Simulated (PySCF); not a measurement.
**Working out the ionisation energy of Ge⁺**

Ge⁺ [Ar] 3d10 4s2 4p1 (2P) → Ge²⁺ [Ar] 3d10 4s2 (1S). Computed with PySCF 2.14 in x2c-TZVPall (6s5p4d1f, 48 functions), with scalar relativity by spin-free X2C-1e. Frozen: [Ar] 3d10. Energies in hartree (1 hartree = 27.21139 eV):

| part | Ge⁺ (lower) | Ge²⁺ (upper) |
| --- | --- | --- |
| UHF | -2096.775745 | -2096.217191 |
| CCSD correlation | -0.050019 | -0.038517 |
| (T) | -0.000751 | 0.000000 |

Question: What does Hartree-Fock give?

Answer: (-2096.217191) − (-2096.775745) = 0.558554 hartree = 15.199 eV.

Question: What do CCSD and CCSD(T) give?

Answer: The CCSD correlation energies differ by 0.011502 hartree = 0.313 eV and the triples by 0.000751 hartree = 0.020 eV, so CCSD gives 15.512 eV and CCSD(T) 15.532 eV.

Measured between the centres of the two terms (NIST): 15.789 eV, so CCSD(T) (valence) is off by -0.257 eV.

What remains against the reference includes basis incompleteness, the frozen core and higher excitations.
